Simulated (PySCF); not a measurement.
hexafluoroacetylacetone (C5H2F6O2), SMILES FC(F)(C(=CC(C(F)(F)F)=O)O)F. Heavy atoms are numbered as in [OH:1][C:2](=[CH:3][C:4](=[O:5])[C:6]([F:7])([F:8])[F:9])[C:10]([F:11])([F:12])[F:13]. Hydrogens are named by the atom that carries them.

Geometry: PBE0-D3(BJ)/def2-SVP. One conformer was computed; it need not be the lowest.

The numbers are results of B3LYP/pcSseg-1 run with PySCF, not measurements.

GIAO shieldings, no solvent; atoms alike by connectivity are averaged. δ = σ(ref) − σ: ¹⁷O against H2O (σ = 333.8 ppm); ¹³C against TMS (σ = 181.3 ppm); ¹⁹F against CFCl3 (σ = 161.7 ppm); ¹H against TMS (σ = 31.68 ppm), references at their B3LYP-D3(BJ)/def2-TZVP geometries, non-relativistic.

```json
[
 {"nucleus": "¹⁷O", "atoms": "O5", "count": "1", "δ (ppm)": "630.8"},
 {"nucleus": "¹⁷O", "atoms": "O1 (OH)", "count": "1", "δ (ppm)": "159.4"},
 {"nucleus": "¹³C", "atoms": "C4", "count": "1", "δ (ppm)": "182.2"},
 {"nucleus": "¹³C", "atoms": "C2", "count": "1", "δ (ppm)": "172.4"},
 {"nucleus": "¹³C", "atoms": "C10", "count": "1", "δ (ppm)": "127.5"},
 {"nucleus": "¹³C", "atoms": "C6", "count": "1", "δ (ppm)": "125.3"},
 {"nucleus": "¹³C", "atoms": "C3 (CH)", "count": "1", "δ (ppm)": "103.9"},
 {"nucleus": "¹⁹F", "atoms": "F11", "count": "3", "δ (ppm)": "-93.1"},
 {"nucleus": "¹⁹F", "atoms": "F7", "count": "3", "δ (ppm)": "-105.4"},
 {"nucleus": "¹H", "atoms": "H on C3", "count": "1", "δ (ppm)": "5.85"},
 {"nucleus": "¹H", "atoms": "H on O1", "count": "1", "δ (ppm)": "5.34"}
]
```
